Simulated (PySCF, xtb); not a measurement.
BeCl, SMILES [Be][Cl], multiplicity 2.

Harmonic wavenumbers (cm⁻¹) from xtb with GFN2-xTB at its own minimum, in rising order: 789.

### Question
What does PBE-D3(BJ)/def2-TZVPD (PySCF 2.14.0) give at its own minimum? (The exact figures need the calculation; the answer reports its results.)

### Answer
811. Paired by order, the mean absolute difference is 21 cm⁻¹ and the zero-point energies are 1.1 and 1.2 kcal/mol.
